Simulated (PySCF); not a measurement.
Mapped SMILES: `[CH:1](=[C:2]1[CH2:3][CH2:4]1)[SiH:5]1[CH2:6][O:7][CH2:8]1`. Hydrogens are named by the atom that carries them. Ha(C6), Ha(C8) are cis to C1 on the ring; Hb(C6), Hb(C8) are trans to C1 on the ring.

Theory: PBE0/pcSseg-1 with gauge-including orbitals, geometry from GFN2-xTB, in PySCF 2.14 (one averaged value for each set of equivalent atoms, non-relativistic, isolated molecule, a single conformation).

Question: List the cross peaks expected in HSQC, COSY and HMBC spectra.

Answer: 

HSQC (one-bond C–H):
```
                  δH            δC
        6.94 (H(C1))    119.7 (C1)
4.75 (Ha(C6)/Ha(C8))  70.7 (C6/C8)
4.70 (Hb(C6)/Hb(C8))  70.7 (C6/C8)
        1.16 (H(C3))      6.9 (C3)
        1.09 (H(C4))      6.1 (C4)
```

COSY cross peaks (H two or three bonds apart, from the bond graph; peaks can be absent where the dihedral angle is near 90°):
```
                  δH                    δH
        6.94 (H(C1))         5.70 (H(Si5))
       5.70 (H(Si5))  4.75 (Ha(C6)/Ha(C8))
       5.70 (H(Si5))  4.70 (Hb(C6)/Hb(C8))
4.75 (Ha(C6)/Ha(C8))  4.70 (Hb(C6)/Hb(C8))
        1.16 (H(C3))          1.09 (H(C4))
```

HMBC (two and three bonds, from the bond graph):
```
                  δH                                            δC
        6.94 (H(C1))  155.7 (C2), 70.7 (C6/C8), 6.9 (C3), 6.1 (C4)
       5.70 (H(Si5))          155.7 (C2), 119.7 (C1), 70.7 (C6/C8)
4.75 (Ha(C6)/Ha(C8))                      119.7 (C1), 70.7 (C6/C8)
4.70 (Hb(C6)/Hb(C8))                      119.7 (C1), 70.7 (C6/C8)
        1.16 (H(C3))              155.7 (C2), 119.7 (C1), 6.1 (C4)
        1.09 (H(C4))              155.7 (C2), 119.7 (C1), 6.9 (C3)
```

References, each an isolated molecule treated in the same way: 1H (31.72 ppm) and 13C (186.93 ppm) against TMS.

Shifts are as computed. Against solution values, carbons near 30 ppm lie about +3 ppm off and those near 130 ppm about +5 ppm. Of 1309 compounds with measured shifts, 239 miss one by over three times the rms of a fit or turn the order of signals round; such compounds aren't used in these exercises.
